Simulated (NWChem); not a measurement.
## Atomisation of PbS

```
Pb
S 1 2.3081
```
Charge 0, spin multiplicity 1.

The numbers come from NWChem runs, not from measurements. The geometry was optimised at PBE0/def2-SVP with def2 effective core potentials on Pb, a minimum by its harmonic frequencies.

Basis set: def2-TZVP. The atomisation energy is electronic alone: no zero-point, thermal, spin-orbit or counterpoise terms. No value is extrapolated to the basis-set limit. Free atoms are single determinants with multiplicities Pb 3, S 3. Correlated methods freeze the same cores in atoms and molecule, 9 orbitals in all.

Effective core potentials replace the inner electrons of Pb; spin-orbit coupling is left out. B3LYP has NWChem's definition, with VWN1-RPA local correlation. The structure started from a generated list of species. The stability of the SCF solutions was not checked. Open-shell Hartree-Fock references start from PBE0 orbitals. No row is a measurement; the coupled-cluster row has its own basis-set and correlation limits.

| method | atomisation energy (kcal/mol) |
|---|---|
| HF | 48.5 |
| BHandHLYP | ? |
| B3LYP | 106.4 |
| PBE | ? |
| PBE0 | 106.3 |
| M06-2X | 98.2 |
| r2SCAN | 109.0 |
| MP2 | 108.3 |
| CCSD(T) | 103.1 |

Problem. Complete the blanks.

Solution. 
- BHandHLYP, atomisation energy (kcal/mol): 95.1
- PBE, atomisation energy (kcal/mol): 115.8
